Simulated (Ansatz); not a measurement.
This geometry of GaH₅S (7 atoms, charge 0, multiplicity 1) is a first-order saddle point.

Computed with RKS BHLYP-D4/def2-TZVP in Ansatz.

```xyz
7
Properties=species:S:1:pos:R:3
Ga -0.784 -0.398 -0.276
H 0.421 0.170 -1.378
H -0.921 -1.930 -0.447
H -1.824 0.719 -0.016
H 0.995 0.180 -0.442
S 1.196 -0.013 1.166
H 0.918 1.271 1.393
```

Question: Which two structures does it join? (They come from a converged band through this point; their orientation in space is the band's.)

Answer: Bonds broken: Ga1–H2, H5–S6. Bonds formed: H2–H5. GaH5S becomes GaH3S + H2.

Image 0:

```xyz
7
Properties=species:S:1:pos:R:3
Ga -0.948 -0.293 -0.592
H -0.243 0.451 -1.781
H -0.874 -1.859 -0.527
H -2.054 0.460 0.226
H 2.006 -0.260 0.462
S 0.961 0.098 1.208
H 1.153 1.401 1.004
```

Image 10:

```xyz
7
Properties=species:S:1:pos:R:3
Ga -0.757 -0.391 0.315
H 0.694 0.074 -2.166
H -0.899 -1.861 -0.166
H -1.622 0.814 -0.150
H 1.231 0.140 -1.662
S 0.786 -0.042 1.853
H 0.566 1.266 1.975
```

Question: How far does it lie above each of them?

Answer: 21.7 kcal/mol above the first and 31.4 kcal/mol above the second. This is the barrier of this one path; another mechanism may lie lower. The orbitals stay closed-shell, which can raise the energy where a bond breaks towards radicals; this wasn't checked here.

Run time: 53 s on 2 threads of AMD EPYC 9R45 96-Core Processor (Zen 5), on a shared host, peak memory 0.27 GiB.
